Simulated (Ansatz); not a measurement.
Born–Oppenheimer molecular dynamics of FGeH3O (6 atoms, charge 0, multiplicity 1). It starts from a relaxed structure.

Computed with Ansatz, RKS PBE0-D4/def2-SVP.

```
ensemble                      : NVE (Milne-controlled integrator)
time step                     : 1 fs
steps asked                   : 100
starting velocities drawn for : 1000 K
seed                          : 676421
```

First frame:

```xyz
6
Properties=species:S:1:pos:R:3
Ge 0.088 -0.054 0.084
H 0.070 0.097 1.612
H 1.445 0.026 -0.610
F -0.901 1.248 -0.513
O -0.642 -1.568 -0.443
H -1.512 -1.732 -0.062
```

Question: How far do the bonds stretch over the last three quarters of this one trajectory? (Pairs bonded in most of those frames.)

Answer: 
| bond | mean (Å) | spread (Å) | shortest | longest |
| --- | --- | --- | --- | --- |
| Ge1–H2 | 1.543 | 0.030 | 1.49 | 1.59 |
| Ge1–H3 | 1.533 | 0.027 | 1.49 | 1.57 |
| Ge1–F4 | 1.742 | 0.012 | 1.72 | 1.76 |
| Ge1–O5 | 1.781 | 0.051 | 1.70 | 1.84 |
| O5–H6 | 0.968 | 0.038 | 0.91 | 1.02 |

Mean temperature of the second half: 514 K. The conserved energy wandered by up to 5.2 meV per atom (net 4.9 meV per atom), which is poor conservation. Over the second half the temperature averaged 0.51 of the 1000 K drawn at the start: a run that starts near a minimum puts about half its kinetic energy into the potential. A run of 0.1 ps of so small a system gives no equilibrium averages.

The run took 4.2 min on 1 thread of Arm Neoverse V1 (shared host), peak memory 0.14 GiB.
